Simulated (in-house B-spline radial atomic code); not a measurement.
RPA and G0W0 on Hartree-Fock: Sr IX (Sr8+)

Configuration [Ar] 3d10 4s2, mean-field start Hartree-Fock. Computed with an all-electron radial atomic-structure program (B-spline basis): all electrons, scalar-relativistic (spin-free one-electron X2C), finite nucleus, each spin shell either full or empty, empty states to l = 9 with an (l + 1/2)⁻⁴ tail; G0W0 by contour deformation at full frequency.

Command:
```bash
python run_gw.py task.json out
```
Settings (radii: box in bohr, nucleus in fm):
```
Z                        38
electrons                30
configuration            [Ar] 3d10 4s2
hamiltonian              x2c
method                   hf
lmax                     9
rms_radius               4.224
spin_polarised           False
box_radius               7.7
intervals                66
ion_configuration        [Ar] 3d10 4s1
```

Cost of the run: 7.3 s on 1 thread of Arm Neoverse N1, with other jobs on the host.

Energies (hartree):

```
                                     term        value
                         mean-field total  -3159.21661
Hartree-Fock functional on these orbitals  -3159.21661
                      direct second order      -2.3895
                    second-order exchange      0.69927
                         SOSEX correction      0.66009
```

**Question.** What is the RPA correlation energy, and what remains with SOSEX?

**Answer.** RPA gives -2.17 hartree (-1.97 eV per electron); RPA + SOSEX gives -1.5099, and the second-order doubles (MP2) -1.6902 hartree. RPA lacks exchange-type terms and so overcorrelates at short range.

Quasi-particle levels (eV):

```json
{"level": "4s", "occupied": "yes", "mean field": "-156.29", "Σx - vxc": "0.00", "Σc": "?", "QP weight": "?", "G0W0": "?"}
{"level": "3d", "occupied": "yes", "mean field": "-279.15", "Σx - vxc": "0.00", "Σc": "2.35", "QP weight": "0.975", "G0W0": "-276.80"}
{"level": "4p", "occupied": "no", "mean field": "-119.41", "Σx - vxc": "0.00", "Σc": "-1.56", "QP weight": "0.981", "G0W0": "-120.97"}
```

G0W0 = mean field + (Σx - vxc) + Σc, with Σc (partial-wave tail included) taken at the quasi-particle energy. Only the outer levels were computed. Levels of low weight are left out.

**Question.** Where does G0W0 put 4s?

**Answer.** At -158.65 eV, with Σc = -2.36 eV and a quasi-particle weight of 0.982. The tabulated removal energy is 158.33 ± 0.25 eV (NIST, semi-empirical); the calculation leaves out spin-orbit coupling, Breit and QED terms, and what these don't explain is the method's own error.

**Question.** What does it cost to remove one electron (to [Ar] 3d10 4s1) by differences of total energies, each species on its own start (correlation terms add to the Hartree-Fock functional)?

**Answer.** Hartree-Fock functional 156.07 eV, + RPA 158.39 eV, + RPA + SOSEX 157.87 eV, + second order 158.39 eV. Tabulated: 158.33 ± 0.25 eV (NIST, semi-empirical); the calculation leaves out spin-orbit coupling, Breit and QED terms, and what these don't explain is the method's own error.
